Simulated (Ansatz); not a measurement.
Input:

```yaml
crystal:
  periodic: [false, false, false]
  atoms:
    - { symbol: Zr, position_ang: [0.301594, -0.36404, -0.585035] }
    - { symbol: Cl, position_ang: [-0.345389, -0.385019, 3.076033] }
    - { symbol: Cl, position_ang: [2.180903, 0.45874, -1.637761] }
    - { symbol: F, position_ang: [-0.686917, 0.983228, 0.270945] }
    - { symbol: Cl, position_ang: [-0.947183, -1.755345, -1.936212] }
    - { symbol: Si, position_ang: [1.454762, -2.211402, 0.895171] }
    - { symbol: H, position_ang: [0.471, -3.150497, 1.561254] }
    - { symbol: H, position_ang: [2.407193, -3.07982, 0.099128] }
    - { symbol: H, position_ang: [2.29716, -1.646312, 2.031561] }
    - { symbol: H, position_ang: [0.838477, -1.005332, 3.183017] }
basis:
  gaussian: { orbitals: def2-SVP }
hamiltonian:
  xc: lda
relax:
  f_tol: 0.03
  max_steps: 50
output:
  orbitals: {}
```

Command:

```bash
$ ansatz run input.yaml --threads 4 --pin off --max-ram 5120MiB --backend cpu --events-out ev --progress --plain --runs-dir out
```

Hardware: 4 threads of Arm Neoverse V1, on a shared host.

Q: Roughly how long does this run take, and how much memory?

A: 43 s, with a peak of 0.22 GiB, for 25 ionic steps.
